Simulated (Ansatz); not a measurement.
Zn5⁺, relaxed as a doublet with UKS PBE/def2-SVP in Ansatz, starting from the GFN1-xTB geometry. Force threshold 0.02 eV/Å.

The structure comes from a short search, and lower isomers may exist.

Start:

```
atom    x (Å)    y (Å)    z (Å)
 Zn1   1.1506   0.3673  -1.1953
 Zn2  -0.7702  -1.5298  -0.0946
 Zn3  -1.4580   0.7953  -1.1184
 Zn4   1.4255  -0.7893   1.1770
 Zn5  -0.3479   1.1565   1.2314
```

(1) Estimate the energy that the relaxation releases and the steps that it takes.

(2) Does the start keep its bonding and symmetry?

(3) Predict the relaxed structure.

## Answers

(1) 2.3 kcal/mol, in 4 steps; 11 s on 4 threads of Arm Neoverse V2 on a shared host. No frequencies were taken in this run, so the end may be a saddle point.

(2) By distances, no bond broke or formed. The bond that changes most is Zn2–Zn5, from 3.03 to 2.71 Å (atoms count from 1). The end is the same structure that another start reached, the lowest one found. Point group Cs at the start, D3h at the end, both within 0.05 Å.

(3) 
```
atom    x (Å)    y (Å)    z (Å)
 Zn1   1.0631   0.3558  -1.0896
 Zn2  -0.7272  -1.3825  -0.0413
 Zn3  -1.5135   0.8319  -1.2036
 Zn4   1.5122  -0.8316   1.2054
 Zn5  -0.3347   1.0264   1.1292
```
Bond lengths (bridged metal pairs left out): 9 × Zn–Zn 2.62 to 2.71 Å.
